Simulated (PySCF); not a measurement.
ClH5OSi2, SMILES O[Si@@H]([SiH3])Cl. Atoms are numbered in the order given.

```xyz
9

O      0.7029     1.7826    -0.2856
Si     0.0248     0.4607     0.4610
Si    -1.7514    -0.2506    -0.8827
Cl     1.4009    -1.1140     0.5690
H      1.4544     2.2080     0.1468
H     -0.3410     0.7695     1.8731
H     -1.2255    -0.5995    -2.2329
H     -2.3674    -1.4598    -0.2634
H     -2.7865     0.8169    -1.0071
```

Geometry: B3LYP-D3(BJ)/def2-SVP. The structure was generated by enumeration; whether it is a known compound was not checked. The values are those of a single conformer.

These are M06-2X/def2-TZVP run with PySCF values and carry that method's errors.

Atomic charges (e):

```tsv
atom	meta-Löwdin	Löwdin
O1	-0.76	-0.14
Si2	0.84	[?]
Si3	0.22	0.14
Cl4	-0.34	0.17
H5	0.36	[?]
H6	-0.11	-0.04
H7	-0.07	[?]
H8	-0.07	[?]
H9	-0.07	[?]
```

### Question
Some entries are withheld; supply them. (Estimate from the structure and the level; the computed values follow.)

### Answer

- Si2, Löwdin: -0.24
- H5, Löwdin: 0.18
- H7, Löwdin: -0.02
- H8, Löwdin: -0.03
- H9, Löwdin: -0.03

### Question
Give the Mayer and Wiberg (Löwdin basis) orders of the bonds. (An estimate is asked for; the answer gives what the named calculation found.)

### Answer

| bond | Mayer | Wiberg |
|---|---|---|
| O1–Si2 | 1.18 | 1.70 |
| Si2–Si3 | 0.94 | 1.12 |
| Si2–Cl4 | 1.12 | 1.76 |
| O1–H5 | 0.87 | 1.01 |
| Si2–H6 | 0.93 | 0.93 |
| Si3–H7 | 0.95 | 0.96 |
| Si3–H8 | 0.95 | 0.96 |
| Si3–H9 | 0.95 | 0.96 |
